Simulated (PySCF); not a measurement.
Sn(H)(F)(NH2)2 (FH5N2Sn), SMILES [NH2][SnH]([NH2])[F].

Coordinates come from a B3LYP-D3(BJ)/def2-SVP optimisation. The structure was generated by enumeration; whether it is a known compound was not checked. The def2 effective core potentials stand for the cores of Sn; spin–orbit coupling is left out. One conformer was computed; it need not be the lowest.

Computed with B3LYP-D3(BJ)/def2-SVP run with PySCF.

Frequencies are harmonic and unscaled.

Computed vibrational spectrum:
| mode | ν (cm⁻¹) | IR (km/mol) | Raman (Å⁴/amu) | depolarisation | moving atoms (share of kinetic energy) |
|---|---|---|---|---|---|
| 1 | 98 | 41.8 | 1.2 | 0.75 | H 68 %, F 17 %, N 12 % |
| 2 | 129 | 29.8 | 1.0 | 0.75 | H 74 %, N 15 %, F 9 % |
| 3 | 155 | 4.3 | 2.7 | 0.75 | N 57 %, H 25 %, Sn 10 % |
| 4 | 182 | 2.9 | 1.7 | 0.59 | H 36 %, N 27 %, F 22 %, Sn 15 % |
| 5 | 191 | 32.5 | 2.5 | 0.75 | H 35 %, F 29 %, N 27 %, Sn 9 % |
| 6 | 502 | 8.3 | 14.3 | 0.63 | H 75 %, N 24 % |
| 7 | 531 | 148.5 | 28.1 | 0.03 | N 59 %, H 36 % |
| 8 | 540 | 157.4 | 3.9 | 0.60 | H 64 %, N 29 % |
| 9 | 595 | 68.0 | 9.0 | 0.70 | H 68 %, F 17 %, Sn 9 % |
| 10 | 604 | 49.0 | 8.9 | 0.37 | F 68 %, H 22 %, Sn 8 % |
| 11 | 643 | 39.1 | 8.4 | 0.68 | H 50 %, N 40 %, Sn 9 % |
| 12 | 649 | 75.9 | 11.4 | 0.55 | H 58 %, N 37 % |
| 13 | 835 | 37.8 | 3.1 | 0.68 | H 91 %, N 9 % |
| 14 | 871 | 28.3 | 0.9 | 0.74 | H 88 %, N 11 % |
| 15 | 1533 | 10.4 | 5.4 | 0.74 | H 91 %, N 9 % |
| 16 | 1543 | 13.8 | 2.5 | 0.75 | H 92 %, N 8 % |
| 17 | 1949 | 119.9 | 191.5 | 0.21 | H 99 % |
| 18 | 3503 | 10.7 | 146.6 | 0.10 | H 96 % |
| 19 | 3506 | 11.6 | 146.9 | 0.11 | H 96 % |
| 20 | 3599 | 15.7 | 109.4 | 0.75 | H 92 %, N 8 % |
| 21 | 3599 | 13.8 | 64.4 | 0.75 | H 92 %, N 8 % |
